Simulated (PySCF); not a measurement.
Computed with PBE-D3(BJ)/def2-TZVP // PBE0-D3(BJ)/def2-TZVP (PySCF 2.14.0). Isolated molecules, 0 K electronic values unless said otherwise. One relaxed conformer stands for a flexible species; it need not be the lowest. 

Reference species (SMILES): `B=C=BB` (neutral, multiplicity 1).

* **HOMO**: -6.51 eV
* **S1 oscillator strength**: 0.000

Changed species: `B1B2CB12`.

Problem. What does the change do to the HOMO and S1 oscillator strength?

Solution. the HOMO rises by 0.74 eV, to -5.77 eV; the S1 oscillator strength stays essentially unchanged.
